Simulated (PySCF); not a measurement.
C6H10O2.
Structure used (PBE0-D3(BJ)/def2-SVP), in Å, numbered top down from 1:
```
atom  x, y, z in Å
C1    -0.7889    0.6515    1.6928
C2    -0.6557   -0.0896    0.3915
C3    -1.8387   -0.9258    0.0211
C4     0.4896    0.0536   -0.3273
C5     1.5979    0.9346    0.1893
C6     0.6951   -0.6392   -1.6248
O7    -0.0910   -1.3356   -2.2273
O8     1.9233   -0.4221   -2.1354
H9    -0.6803    1.7391    1.5491
H10   -1.7620    0.4661    2.1671
H11   -0.0006    0.3557    2.4049
H12   -2.1342   -1.5467    0.8831
H13   -2.6987   -0.2644   -0.1863
H14   -1.6630   -1.5533   -0.8560
H15    2.4533    0.9524   -0.4926
H16    1.9581    0.5908    1.1731
H17    1.2531    1.9727    0.3265
H18    1.9444   -0.9248   -2.9633
```

Computed with PySCF at wB97X-D/def2-SVPD, non-relativistic, on one gas-phase PBE0-D3(BJ)/def2-SVP geometry that isn't relaxed in the solvent. The solvent is an IEF-PCM continuum (van der Waals radii × 1.2), and excitations are vertical TDDFT with non-equilibrium linear response and a frozen core. Only the electrostatic response of the medium enters.

Gas-phase singlets (H = HOMO, L = LUMO):

| state | E (eV) | λ (nm) | f | leading configurations |
| --- | --- | --- | --- | --- |
| S1 | 5.044 | 246 | 0.002 | H-1→L 92% |
| S2 | 5.610 | 221 | 0.353 | H→L 96% |
| S3 | 7.023 | 177 | 0.004 | H→L+1 77%, H→L+2 11% |
| S4 | 7.435 | 167 | 0.009 | H-3→L 72%, H-2→L 15% |
| S5 | 7.468 | 166 | 0.028 | H-2→L 48%, H-3→L 19%, H-1→L+1 18% |

Question: What are the lowest 5 singlets in chloroform (ε = 4.711)?

Answer: 
```
state  E (eV)  λ (nm)      f  leading configurations  change by rank (eV)
   S1   5.139     241  0.009               H-1→L 90%               +0.095
   S2   5.421     229  0.427                 H→L 94%               -0.189
   S3   7.041     176  0.002    H→L+1 76%, H→L+2 12%               +0.018
   S4   7.374     168  0.001               H-3→L 91%               -0.061
   S5   7.547     164  0.070  H-2→L 75%, H-1→L+1 14%               +0.079
```

Question: What are the lowest 5 singlets in tetrahydrofuran (ε = 7.426)?

Answer: 
```
state  E (eV)  λ (nm)      f  leading configurations  change by rank (eV)
   S1   5.153     241  0.010               H-1→L 90%               +0.109
   S2   5.421     229  0.420                 H→L 94%               -0.189
   S3   7.047     176  0.002    H→L+1 76%, H→L+2 12%               +0.024
   S4   7.365     168  0.001               H-3→L 91%               -0.070
   S5   7.565     164  0.070  H-2→L 75%, H-1→L+1 14%               +0.097
```

Question: The ground-state energy changes by -0.218 eV from gas to tetrahydrofuran. By how much does the total energy of gas-phase S2 change?

Answer: E(S2) = E(S0) + excitation energy, so it changes by -0.218 − 0.189 = -0.407 eV: it is lowered more than the ground state, which is what a red shift means. This is the vertical state, with the slow part of the continuum still set for S0.

Question: How do the frontier levels move from gas to tetrahydrofuran?

Answer: 
```json
{"orbital": "LUMO+2", "gas (eV)": "2.52", "solvent (eV)": "2.74", "change (eV)": "+0.22"}
{"orbital": "LUMO+1", "gas (eV)": "2.07", "solvent (eV)": "2.16", "change (eV)": "+0.09"}
{"orbital": "LUMO", "gas (eV)": "0.63", "solvent (eV)": "0.63", "change (eV)": "0.00"}
{"orbital": "HOMO", "gas (eV)": "-8.93", "solvent (eV)": "-8.87", "change (eV)": "+0.06"}
{"orbital": "HOMO-1", "gas (eV)": "-9.71", "solvent (eV)": "-9.83", "change (eV)": "-0.12"}
{"orbital": "HOMO-2", "gas (eV)": "-11.21", "solvent (eV)": "-11.32", "change (eV)": "-0.11"}
{"orbital": "HOMO-3", "gas (eV)": "-11.93", "solvent (eV)": "-11.83", "change (eV)": "+0.10"}
```

The HOMO–LUMO gap goes from 9.56 to 9.51 eV.

wB97X-D is run here without its empirical dispersion term; that term would change no orbital, density or response property at a fixed geometry.
